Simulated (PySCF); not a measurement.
CH7BGe, SMILES B[CH2][GeH3], CAM-B3LYP/def2-SVP optimised geometry.

```
10

B      1.49    -1.11     0.00
C     -0.04    -1.11     0.00
Ge    -0.58     0.81     0.00
H      2.11    -1.07     1.04
H      2.11    -1.07    -1.04
H     -0.51    -1.52     0.90
H     -0.51    -1.52    -0.90
H     -0.04     1.52    -1.25
H     -2.11     0.86    -0.01
H     -0.05     1.52     1.26
```

Density from CAM-B3LYP/def2-TZVP (PySCF 2.14.0) at that geometry.

Minimum of the electron density along straight lines between bonded atoms, close to the bond critical point (lines longer than 1.1 times the sum of covalent radii, or with two minima, are not listed):

```json
[
 {"bond": "B1–C2", "length / Å": "1.535", "ρ at the minimum / e bohr⁻³": "[?]", "∇²ρ there / e bohr⁻⁵": "[?]", "position (fraction from the first atom)": "0.33"},
 {"bond": "C2–Ge3", "length / Å": "1.985", "ρ at the minimum / e bohr⁻³": "0.116", "∇²ρ there / e bohr⁻⁵": "[?]", "position (fraction from the first atom)": "0.53"},
 {"bond": "B1–H4", "length / Å": "1.209", "ρ at the minimum / e bohr⁻³": "0.182", "∇²ρ there / e bohr⁻⁵": "-0.41", "position (fraction from the first atom)": "0.44"},
 {"bond": "B1–H5", "length / Å": "1.209", "ρ at the minimum / e bohr⁻³": "0.182", "∇²ρ there / e bohr⁻⁵": "-0.41", "position (fraction from the first atom)": "0.44"},
 {"bond": "C2–H6", "length / Å": "1.100", "ρ at the minimum / e bohr⁻³": "0.268", "∇²ρ there / e bohr⁻⁵": "-0.88", "position (fraction from the first atom)": "0.64"},
 {"bond": "C2–H7", "length / Å": "1.100", "ρ at the minimum / e bohr⁻³": "0.268", "∇²ρ there / e bohr⁻⁵": "-0.88", "position (fraction from the first atom)": "0.64"},
 {"bond": "Ge3–H8", "length / Å": "1.535", "ρ at the minimum / e bohr⁻³": "0.134", "∇²ρ there / e bohr⁻⁵": "0.06", "position (fraction from the first atom)": "0.59"},
 {"bond": "Ge3–H9", "length / Å": "1.535", "ρ at the minimum / e bohr⁻³": "0.134", "∇²ρ there / e bohr⁻⁵": "0.06", "position (fraction from the first atom)": "0.59"},
 {"bond": "Ge3–H10", "length / Å": "1.535", "ρ at the minimum / e bohr⁻³": "0.134", "∇²ρ there / e bohr⁻⁵": "0.06", "position (fraction from the first atom)": "0.59"}
]
```

Complete the blanks.


- B1–C2, ρ at the minimum / e bohr⁻³: 0.196
- B1–C2, ∇²ρ there / e bohr⁻⁵: -0.24
- C2–Ge3, ∇²ρ there / e bohr⁻⁵: 0.07
